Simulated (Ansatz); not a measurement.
This geometry of CH5F2NOSi (11 atoms, charge 0, multiplicity 1) is a first-order saddle point.

The calculation used Ansatz 0.2.0, RKS r2SCAN-D4/def2-SVP.

```xyz
11
Properties=species:S:1:pos:R:3
N 0.229 -1.808 0.883
C -0.262 -0.537 0.678
F 0.475 0.455 1.386
O -0.172 -0.169 -0.660
Si 0.097 1.402 -1.153
F -1.039 2.365 -0.511
H 0.971 -2.146 0.286
H -0.280 -2.470 1.446
H -1.293 -0.438 1.063
H 1.427 1.930 -0.775
H -0.088 1.358 -2.622
```

Problem. Which two structures does it join? (They come from a converged band through this point; their orientation in space is the band's.)

Solution. No bond is made or broken. The height of N1 over the plane of its neighbours goes from 0.35 to -0.37 Å.

Initial state:

```xyz
11
Properties=species:S:1:pos:R:3
N 0.063 -1.921 0.720
C -0.333 -0.587 0.596
F 0.442 0.299 1.397
O -0.173 -0.174 -0.710
Si 0.107 1.408 -1.160
F -1.048 2.347 -0.518
H 1.023 -2.050 0.402
H -0.035 -2.254 1.676
H -1.369 -0.445 0.952
H 1.420 1.918 -0.703
H -0.032 1.402 -2.633
```

Final state:

```xyz
11
Properties=species:S:1:pos:R:3
N 0.192 -1.818 1.075
C -0.198 -0.501 0.780
F 0.612 0.378 1.475
O -0.065 -0.179 -0.582
Si 0.075 1.370 -1.178
F -1.143 2.265 -0.587
H 1.077 -2.031 0.614
H -0.508 -2.483 0.752
H -1.239 -0.324 1.105
H 1.345 2.028 -0.790
H -0.082 1.238 -2.644
```

Problem. How far does it lie above each of them?

Solution. 0.129 eV above the first and 0.060 eV above the second. This is the barrier of this one path; another mechanism may lie lower.

Run time: 3.9 min on 2 threads of Intel(R) Xeon(R) Platinum 8488C (Sapphire Rapids), on a shared host, peak memory 0.2 GiB.
